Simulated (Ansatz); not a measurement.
SiSe: a line through the functionals

SiSe has 2 atoms, charge 0, and is taken as a singlet. As SMILES, `[Si][Se]`. The coordinates come from a PBE0-D4/def2-TZVP relaxation.

The electronic atomisation energy y, in eV, basis aug-cc-pVTZ; a is the functional's share of exact exchange. Programs: Ansatz 0.2.0.

```
functional  program     a  y (eV)
      BLYP   Ansatz     0    5.58
    revPBE   Ansatz     0    5.49
     B3LYP   Ansatz   0.2       ?
      PBE0   Ansatz  0.25    5.48
     BHLYP   Ansatz   0.5    5.10
```

Fit y = c + s·a to the known rows and predict B3LYP.


1. Means of the 4 rows: a = 0.1875, y = 5.412.
2. Σ(Δa)² = 0.17188, Σ(Δa·Δy) = -0.13938, so the slope is -0.13938/0.17188 = -0.81091.
3. Intercept: 5.412 − (-0.81091) × 0.1875 = 5.564. The largest residual of the fit is 0.12.
4. B3LYP: 5.564 + (-0.81091) × 0.2 = 5.40 eV.

The run gave 5.46 eV, so the prediction is off by -0.06 eV, within the largest residual.
